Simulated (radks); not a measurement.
The numbers below are computed, except where a source is named.
Li III, configuration 1s1. Code: a radial shooting solver on a logarithmic mesh with Libxc functionals. Model: scalar-relativistic Kohn-Sham, LDA (Slater exchange, VWN5 correlation), spin-polarised, spherical densities, finite nucleus; open shells are filled with parallel spins first; Fermi nuclear charge, rms radius 2.444 fm.

Unscreened Slater integrals over Kohn-Sham orbitals (hartree). They are taken over the spin-up orbitals. Empty in this configuration: 2s.

integral      value
F0(1s,1s)    1.8431
F0(1s,2s)   0.55961
G0(1s,2s)  0.052350
F0(2s,2s)   0.39873
